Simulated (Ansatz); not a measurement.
Start from `NB(O[SiH3])O[SiH3]` and change one atom or group to get `NBO[SiH3]`.

Ansatz, PBE0-D4/def2-TZVP geometries, multiplicity 1. Each molecule was computed in one conformer, which needn't be the lowest.

```json
{"property": "size of the dipole moment (B3LYP/def2-TZVPP) / D", "`NB(O[SiH3])O[SiH3]`": "1.68"}
{"property": "LUMO energy (PBE/def2-TZVPP) / eV", "`NB(O[SiH3])O[SiH3]`": "-0.81"}
{"property": "size of the dipole moment (PBE/def2-TZVPP) / D", "`NB(O[SiH3])O[SiH3]`": "1.68"}
{"property": "HOMO–LUMO gap (PBE/def2-TZVPP) / eV", "`NB(O[SiH3])O[SiH3]`": "5.58"}
{"property": "HOMO energy (PBE0/def2-TZVPP) / eV", "`NB(O[SiH3])O[SiH3]`": "-7.83"}
{"property": "zero-point energy (PBE0-D4/def2-TZVP) / kJ/mol", "`NB(O[SiH3])O[SiH3]`": "241.3"}
```

(1) Give the same properties after the change, and the shifts. (Best estimate.)

## Answers

(1) Computed: 
```json
{"property": "size of the dipole moment (B3LYP/def2-TZVPP) / D", "`NBO[SiH3]`": "1.32", "shift": "-0.36"}
{"property": "LUMO energy (PBE/def2-TZVPP) / eV", "`NBO[SiH3]`": "-0.39", "shift": "0.42"}
{"property": "size of the dipole moment (PBE/def2-TZVPP) / D", "`NBO[SiH3]`": "1.41", "shift": "-0.27"}
{"property": "HOMO–LUMO gap (PBE/def2-TZVPP) / eV", "`NBO[SiH3]`": "6.16", "shift": "0.58"}
{"property": "HOMO energy (PBE0/def2-TZVPP) / eV", "`NBO[SiH3]`": "-7.95", "shift": "-0.12"}
{"property": "zero-point energy (PBE0-D4/def2-TZVP) / kJ/mol", "`NBO[SiH3]`": "184.4", "shift": "-56.9"}
```

With PBE0 the HOMO falls by 0.12 eV and the LUMO rises by 0.44 eV, so the gap widens by about 0.56 eV. PBE moves the HOMO by -0.16 eV and ωB97M-V by -0.10 eV. The zero-point energy changes by -56.9 kJ/mol with -12 modes. Dipoles are sizes alone; their direction can turn.

B3LYP here is the variant with VWN-RPA as its local correlation; programs differ in this.

Positive LUMOs are unbound, so they and the gaps depend on the basis.
